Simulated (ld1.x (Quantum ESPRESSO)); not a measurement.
# What one change does to a pseudopotential (strontium, TM)

| Quantity | Value |
| --- | --- |
| Element | Sr (Z = 38) |
| Generator | ld1.x (Quantum ESPRESSO) 7.5 |
| Type | norm-conserving Troullier–Martins (Kleinman–Bylander form) |
| Functional | PBEsol |
| Relativity | fully relativistic |
| Frozen core | [Ar] 3d10 |
| Valence charge | 10 |
| Reference configuration | 4s2 4p6 4d0 5s1.75 5p0.25 |
| Partial waves | 4s (bound): rc 1.55 bohr; 4p (bound): rc 2.10 bohr; 4d (bound, empty): rc 3.05 bohr |
| Local potential | all-electron potential smoothed inside 2.75 bohr (lloc = -2) |
| Core correction | none |

Open shells are filled in proportion to 2j + 1 (rel_dist='average').

Occupied shells without a wave of their own: 5p, 5s. They enter only through the test configuration that unscreens the potential.

Change: local potential the d channel.

Cutoffs: the cutoffs (Ry, on a coarse ladder) from which the occupation-weighted sum of valence levels, in a spherical-Bessel basis at the reference potential, stays within 10 and 1 mRy of its value at 400 Ry; they do not see the model core or the augmentation charge, which bear on the density cutoff. Errors are all-electron minus pseudo energies relative to the spin-unpolarised reference configuration.

Task: Predict the effect on cutoff, ghosts and configuration errors.

Result: The potential gets neither clearly harder nor softer (50 Ry and 90 Ry → 55 Ry and 90 Ry); of the 7 tests that both files solve, the error grows in 1 and shrinks in 6 by more than 15 % and 0.3 meV (median size 163.6 → 9.1 meV); the range in which the s phases agree widens (upper end -0.5 → 3.0); the range in which the p1/2 phases agree widens (upper end 0.0 → 3.3); neither file shows a bound ghost.

```tsv
quantity	base	changed
cutoff, loose	50 Ry	55 Ry
cutoff, tight	90 Ry	90 Ry
bound ghosts	none	none
largest miss of a reference level, eV	0.14	0.01
error for 4s2 4p6 4d0 5s2 5p0, meV [ΔE -0.57 eV]	-24	+0.1
error for 4s2 4p6 4d0 5s1 5p0, meV [ΔE 5.33 eV]	+164	+6.2
error for 4s2 4p6 4d0 5s0 5p0, meV [ΔE 16.22 eV]	+472	-9.1
error for 4s2 4p6 4d0 5s0 5p2, meV [ΔE 4.15 eV]	+172	-9.5
error for 4s2 4p5 4d0 5s2 5p0, meV [ΔE 27.75 eV]	-38	+46
error for 4s2 4p6 4d1 5s0 5p0, meV [ΔE 7.06 eV]	+310	+15
error for 4s2 4p6 4d0.5 5s1.5 5p0, meV [ΔE 0.58 eV]	+43	+4.3
s: phases at 3.30 bohr within 0.05 rad from the reference energy up to (Ry; the scan ends near 5)	-0.5	3.0
p1/2: phases at 3.30 bohr within 0.05 rad from the reference energy up to (Ry; the scan ends near 5)	0.0	3.3
p3/2: phases at 3.30 bohr within 0.05 rad from the reference energy up to (Ry; the scan ends near 5)	0.1	3.4
d3/2: phases at 3.30 bohr within 0.05 rad from the reference energy up to (Ry; the scan ends near 5)	1.4	1.3
d5/2: phases at 3.30 bohr within 0.05 rad from the reference energy up to (Ry; the scan ends near 5)	1.4	1.4
```

Base: The 5p, 5s levels have no wave, so the channel is fitted at the deeper level alone: the likely source of the large errors.
